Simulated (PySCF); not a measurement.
# Assignment exercise: C$_{5}$H$_{9}$NO$_{4}$

Bonds (- single, = double, # triple, : aromatic): C1-C2, C2=O3, C2-O4, O4-C5, C5-O6, O6-C7, C7-C8, C8-N9, C8=O10. C1 carries H11, H12, H13; C5 carries H14, H15; C7 carries H16, H17; N9 carries H18, H19. H18 is cis to the C=O or C=S heteroatom; H19 is trans to the C=O or C=S heteroatom.

No solvent, non-relativistic, rapidly exchanging positions averaged, a single conformation. Shielding tensors at PBE0/pcSseg-1 (GIAO); GFN2-xTB structure; PySCF 2.14.

Scale: ¹³C (σref 186.93), ¹H (σref 31.72) against TMS (reference shieldings calculated alike).

Problem. Assign these signals to the numbered atoms. ¹³C{¹H} NMR (computed): δ 179.1 (C), 169.8 (C), 92.0 (CH2), 70.5 (CH2), 23.5 (CH3).

Solution. 
| δ (ppm) | atoms | environment | reason |
| --- | --- | --- | --- |
| 179.1 | C2 | ester carbonyl carbon | it is a carbonyl in resonance with an O or N lone pair, the region of acids, esters and amides |
| 169.8 | C8 | amide carbonyl carbon | lone-pair donation from the attached heteroatom keeps it upfield of a ketone carbonyl |
| 92.0 | C5 | sp3 carbon bearing two oxygens | 2 electronegative neighbours deshield it |
| 70.5 | C7 | sp3 CH2 bonded to O, α to a carbonyl | the inductive effect lowers its shielding |
| 23.5 | C1 | methyl carbon α to a carbonyl | α to the electron-withdrawing carbonyl group |

Problem. Assign these signals to the numbered atoms. ¹H NMR (400 MHz, computed): δ 8.25 (br, 1H), 5.18 (s, 2H), 4.74 (br, 1H), 3.97 (s, 2H), 2.24 (s, 3H).

Solution. 
```tsv
δ (ppm)	atoms	environment	reason
8.25	H19	hydrogen on an amide-type nitrogen	exchangeable; this is the value without hydrogen bonding to other molecules
5.18	H14/H15	hydrogen on an sp3 carbon bearing two oxygens	its carbon carries O, hence the downfield position
4.74	H18	hydrogen on an amide-type nitrogen	labile proton, position sensitive to the medium
3.97	H16/H17	hydrogen on an sp3 CH2 bonded to O, α to a carbonyl	its carbon carries O, hence the downfield position
2.24	H11/H12/H13	hydrogen on a methyl carbon α to a carbonyl	α to C=O
```

The OH or NH signal is concentration- and solvent-dependent in practice; the value given is the gas-phase one. The two substituents on the amide-type nitrogen aren't averaged: C–N rotation is slow on the NMR time scale. Shifts are as computed. Against solution values, carbons near 30 ppm lie about +3 ppm off and those near 130 ppm about +5 ppm. Of 1211 compounds with measured shifts, 218 miss one by over three times the rms of a fit or turn the order of signals round; such compounds aren't used in these exercises. Hydrogen bonding in solution deshields acid and N–H amide carbonyl carbons by as much as 10 ppm beyond these values. No couplings were computed; multiplicities are counted from neighbouring protons, with m where these are inequivalent, close in shift, in a saturated or five-membered ring or joined by F or P, and br s for small geminal =CH2 splittings.
